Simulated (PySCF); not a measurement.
## [PtF3]-, singlet: structure and spectrum

These are results of PySCF, PBE, basis Pt def2-SVPD with ECP60, F def2-SVPD (scalar-relativistic core potentials, no spin–orbit coupling, density fitting), not measurements.

The structure is a saddle point with 1 imaginary mode.

Coordinates in bohr (charge -1 multiplicity 1):
```
Pt    0.0000    0.0000   -0.2323
F     0.0000    0.0000    3.4260
F     3.7623    0.0000   -0.5369
F    -3.7623    0.0000   -0.5369
```

```json
{
 "Point group": "C2v",
 "Bond lengths": "Pt–F 1.936 Å, Pt–F 1.997 Å (×2)",
 "Bond angles": "F–Pt–F 94.6° (×2), F–Pt–F 170.7°",
 "Principal polarisabilities": "43.7, 46.9, 61.6 bohr³",
 "Dipole moment about the centre of mass": "2.37 D",
 "Principal quadrupole moments (Buckingham, traceless) about the centre of mass": "-15.76, 5.95, 9.80 D Å",
 "Lowest empty level": "0.25 eV",
 "Highest occupied level": "-0.31 eV",
 "Rotational constants": "0.2462, 0.1119, 0.07695 cm⁻¹",
 "Zero-point energy (real modes)": "11.5 kJ/mol"
}
```

Harmonic modes (masses in u: Pt 194.965, F 18.998):
```tsv
symmetry	ω (cm⁻¹)	IR (km/mol)	μ (u)
b2	45i	–	19.92
a1	181	10.2	21.43
b1	187	8.5	22.78
b2	497	219	22.24
a1	507	8.4	19.15
a1	543	42.6	20.70
```

In C2v the vibrations span 2b2 + 3a1 + b1. Here b1 is antisymmetric to the molecular plane and b2 lies in it.

Charges (e); Mulliken and Löwdin values are unreliable with diffuse functions:
```tsv
atom	Mulliken	Löwdin	polar tensor	Mayer order to Pt1
Pt1	0.81	0.78	0.99	–
F2	-0.56	-0.53	-0.60	0.69
F3,4	-0.63	-0.63	-0.69	0.48
```

Mulliken populations on Pt1 (electrons outside its core potential): s 2.71, p 6.08, d 8.37, f 0.03.

Outer orbital energies (eV). occupied: -3.94, -3.31, -3.22, -3.21, -1.03, -0.96, -0.59, -0.31; empty: 0.25, 3.26, 4.52, 4.95.

Only a few start shapes were tried, so a lower isomer may exist. The lowest empty level of this anion is unbound, so it and the gap depend on the basis. Spin–orbit coupling, left out here, can matter for elements this heavy.

The final relaxation and frequency run took of the order of 80 core-seconds on a shared host.
